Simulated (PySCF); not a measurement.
**From a computed spectrum to the compound**

A species of 7 atoms with charge 1 has these harmonic modes (PBE0, small Gaussian bases with core potentials, PySCF 2.14.0):

```json
{"cm⁻¹": "132", "km/mol": "0.0"}
{"cm⁻¹": "240", "km/mol": "0.0"}
{"cm⁻¹": "262", "km/mol": "3.5"}
{"cm⁻¹": "365", "km/mol": "23.5"}
{"cm⁻¹": "442", "km/mol": "39.0"}
{"cm⁻¹": "602", "km/mol": "161.1"}
{"cm⁻¹": "608", "km/mol": "0.1"}
{"cm⁻¹": "618", "km/mol": "44.3"}
{"cm⁻¹": "631", "km/mol": "501.8"}
{"cm⁻¹": "1503", "km/mol": "38.3"}
{"cm⁻¹": "1512", "km/mol": "33.7"}
{"cm⁻¹": "3516", "km/mol": "133.2"}
{"cm⁻¹": "3521", "km/mol": "72.0"}
{"cm⁻¹": "3600", "km/mol": "58.1"}
{"cm⁻¹": "3601", "km/mol": "40.9"}
```

Question: Which species is it, and in which structure?

Answer: [Eu(NH2)2]+ (singlet in the valence; each metal's 4f electrons, 6 of them, lie in its core potential, out of spins and levels):
```xyz
7

Eu    0.0000    0.1352   -0.1855
N     1.6725   -0.6152    0.8452
H     1.6143   -1.2166    1.6721
H     2.6700   -0.4895    0.6584
N    -1.6725   -0.6152    0.8452
H    -2.6700   -0.4895    0.6584
H    -1.6143   -1.2166    1.6721
```
Ideal gas at 298.15 K and 1 bar: S = 336.5 J/(mol K), Cp = 85.6 J/(mol K), H − H(0 K) = 17.5 kJ/mol (rigid rotor, harmonic modes, spin degeneracy alone, that of the 4f electrons in the core included). An lcecp potential fixes the number of 4f electrons, so in runs with it no electron can move into or out of that shell.
 The answer isn't unique; the calculation gave this one.
